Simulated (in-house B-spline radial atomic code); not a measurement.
Checks on a self-consistent run for Br V (Br4+), [Ar] 3d10 4s2 8d1. Level of theory: Dirac-Hartree-Fock, average of configuration, Fermi nucleus of rms radius 4.1629 fm; calculated with a radial B-spline atomic code at the basis-set limit.

```json
{"orbital": "1s1/2", "q": "2", "ε (Eh)": "-501.10987", "<1/r>": "35.6648", "<r²>": "0.00245886", "small-component weight": "0.016112"}
{"orbital": "2s1/2", "q": "2", "ε (Eh)": "-69.66653", "<1/r>": "7.9862", "<r²>": "0.0420265", "small-component weight": "0.0032077"}
{"orbital": "2p1/2", "q": "2", "ε (Eh)": "-62.73775", "<1/r>": "7.91745", "<r²>": "0.0325209", "small-component weight": "0.0031737"}
{"orbital": "2p3/2", "q": "4", "ε (Eh)": "-60.97514", "<1/r>": "7.66139", "<r²>": "0.0339443", "small-component weight": "0.0031005"}
{"orbital": "3s1/2", "q": "2", "ε (Eh)": "-12.69911", "<1/r>": "2.61628", "<r²>": "0.34375", "small-component weight": "0.00077119"}
{"orbital": "3p1/2", "q": "2", "ε (Eh)": "-10.21466", "<1/r>": "2.48944", "<r²>": "0.359503", "small-component weight": "0.00071454"}
{"orbital": "3p3/2", "q": "4", "ε (Eh)": "-9.94846", "<1/r>": "2.43119", "<r²>": "0.371911", "small-component weight": "0.00069654"}
{"orbital": "3d3/2", "q": "4", "ε (Eh)": "-5.67391", "<1/r>": "2.17965", "<r²>": "0.407574", "small-component weight": "0.00057993"}
{"orbital": "3d5/2", "q": "6", "ε (Eh)": "-5.63101", "<1/r>": "2.16382", "<r²>": "0.412846", "small-component weight": "0.00057429"}
{"orbital": "4s1/2", "q": "2", "ε (Eh)": "-3.05302", "<1/r>": "0.882734", "<r²>": "2.49835", "small-component weight": "0.00013993"}
{"orbital": "8d3/2", "q": "0.4", "ε (Eh)": "-0.24580", "<1/r>": "0.0985696", "<r²>": "242.025", "small-component weight": "8.4197e-06"}
{"orbital": "8d5/2", "q": "0.6", "ε (Eh)": "-0.24558", "<1/r>": "0.0984719", "<r²>": "242.473", "small-component weight": "8.4152e-06"}
```

Electron-electron repulsion V_ee = 939.6340 hartree.

Task: What total energy follows from the eigenvalues?

Result: The eigenvalues count the repulsion twice, so E = Σqε - V_ee = -1659.384 - 939.634 = -2599.018 hartree; the run printed -2599.018.

Task: Does the Dirac virial theorem hold?

Result: For a point nucleus E = -2c²Σq·w, with w the small-component weight. Here Σq·w = 0.0692 and c = 137.0360, so the ratio E/(-2c²Σq·w) is 1.000015; the finite nucleus accounts for the departure from 1.

Task: What diamagnetic shielding (Lamb formula) and susceptibility (Langevin formula) do the radii give?

Result: σ = (α²/3)Σq<1/r> = 177.284/(3·137.036²) = 3146.9 ppm, and χ = -0.79199×10⁻⁶·Σq<r²> = -201.6×10⁻⁶ cm³/mol with Σq<r²> = 254.58 bohr². Both are non-relativistic formulas without the paramagnetism of open shells.
